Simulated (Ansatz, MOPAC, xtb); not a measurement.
Dimer: HCl (SMILES Cl) (first 2 atoms) with C2H6O (SMILES CCO); geometry from B3LYP-D3(BJ)/def2-TZVP, rigid monomers moved along the line of their centres of mass till H2···O5 is 1.59 Å.
(charge 0, multiplicity 1):
```tsv
atom	x (Å)	y (Å)	z (Å)
Cl	0.7975	0.1376	-0.3427
H	0.1375	-0.2383	0.7303
C	0.7688	1.0012	3.3708
C	0.4512	-0.4628	3.1371
O	-0.5350	-0.6565	2.1084
H	1.5425	1.1024	4.1346
H	-0.1138	1.5441	3.7198
H	1.1247	1.4708	2.4534
H	1.3309	-1.0004	2.7844
H	0.1098	-0.9455	4.0577
H	-1.3250	-0.1491	2.3288
```

Counterpoise-corrected where a basis set is named; no monomer relaxation.

The state that PM6 reach isn't checked.

Programs: Ansatz (a first-principles code) with Gaussian orbitals; MOPAC for PM6 (differences of heats of formation); xtb for the GFN methods. Each number belongs to the level named beside it.

What is the computed interaction energy (PBE/def2-TZVPPD)?

-6.7 kcal/mol

Predict the interaction energy from PM6.

-7.7 kcal/mol

Give the interaction energy at the level GFN1-xTB.

-4.0 kcal/mol
